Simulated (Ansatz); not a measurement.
Isolated molecules relaxed with PBE0-D4/def2-TZVP in Ansatz; ΔE leaves out vibrations. CCSD(T)/CBS is the MP2 limit (def2-TZVPP, def2-QZVPP) plus CCSD(T) − MP2 in def2-TZVPP, frozen cores. This one scheme is used for every species. For Se outer-core shells are correlated without core-valence functions, which leaves a few kJ/mol of doubt a bond. Scalar relativity is left out up to krypton. One conformer a species, not always the lowest.

`F/C=N\C[SeH]` + `N=CO` → `N=COC[SeH]` + `N=CF`  (substitution at a C–N bond)

```json
{"species": "`F/C=N\\C[SeH]`", "MP2/def2-QZVPP energy (Eh)": "-2633.33132"}
{"species": "`N=CO`", "MP2/def2-QZVPP energy (Eh)": "-169.64556"}
{"species": "`N=COC[SeH]`", "MP2/def2-QZVPP energy (Eh)": "-2609.31016"}
{"species": "`N=CF`", "MP2/def2-QZVPP energy (Eh)": "-193.64976"}
```

Q: Work out ΔE.

A: ΔE = (-2609.31016) + (-193.64976) − (-2633.33132) − (-169.64556) = 0.01696 Eh = +44.5 kJ/mol. CCSD(T)/CBS gives +40.7 kJ/mol.

Largest T1 diagnostic among the species: 0.014.
